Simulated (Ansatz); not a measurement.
Two isomers of C2H8AlGa: A = `[CH3][Al]([CH3])[GaH2]`, B = `[CH3][AlH][CH2][GaH2]`.

Program: Ansatz. Geometries: PBE0-D4/def2-TZVP. ΔE: electronic, gas phase. CBS: MP2 limit from def2 TZ/QZ plus the TZ coupled-cluster correction, frozen cores. Functionals use def2-TZVPP. B3LYP here is the variant with VWN-RPA as its local correlation; programs differ in this. For Ga outer-core shells are correlated without core-valence functions, which leaves a few kJ/mol of doubt a bond. Scalar relativity is left out up to krypton. Each species was taken in one conformer, which may not be the lowest.

A:

Z-matrix (Å, degrees):
```
C
Al 1 1.962
H 1 1.092 2 114.5
H 1 1.096 2 110.6 3 122.3
H 1 1.097 2 109.6 3 -120.8
C 2 1.962 1 117.9 3 -171.0
Ga 2 2.525 1 121.5 3 8.1
H 6 1.093 2 113.6 1 -152.5
H 6 1.094 2 111.9 1 -29.5
H 6 1.097 2 109.2 1 88.5
H 7 1.585 2 123.7 1 -90.2
H 7 1.585 2 123.7 1 89.7
```

B:

```xyz
12

C     1.444    1.550    0.607
Al    0.698    0.392   -0.775
C    -1.125   -0.276   -0.657
Ga   -1.365   -1.905    0.394
H     2.353    1.110    1.033
H     1.744    2.518    0.189
H     0.749    1.743    1.428
H     1.600   -0.046   -2.013
H    -1.483   -0.473   -1.672
H    -1.728    0.506   -0.182
H    -1.599   -1.805    1.947
H    -1.289   -3.314   -0.298
```

Q: Which isomer does CCSD(T)/CBS put lower? Give the gap. (Best estimate.)

A: Ansatz gave: A, by 3.7 kJ/mol.

Q: Give E(B) − E(A) in kJ/mol with B3LYP, PBE0-D4, BLYP-D4, MP2/def2-TZVPP, B3LYP-D4, ωB97M-V, HF/def2-TZVPP. (Best estimate.)

A: The calculation gave: B3LYP 13.8, PBE0-D4 13.9, BLYP-D4 12.2, MP2/def2-TZVPP -4.5, B3LYP-D4 10.9, ωB97M-V 4.9, HF/def2-TZVPP 8.7. The order is the other way round with MP2/def2-TZVPP.

Largest T1 diagnostic: 0.012.

From BLYP to BHLYP (50 % exact exchange), in def2-TZVPP and without D4, E(B) − E(A) moves by −5.8 kJ/mol. In def2-TZVPP, CCSD(T) changes the Hartree–Fock value by −4.7 kJ/mol (the triples alone add −1.4 kJ/mol) and MP2 by −13.2 kJ/mol.
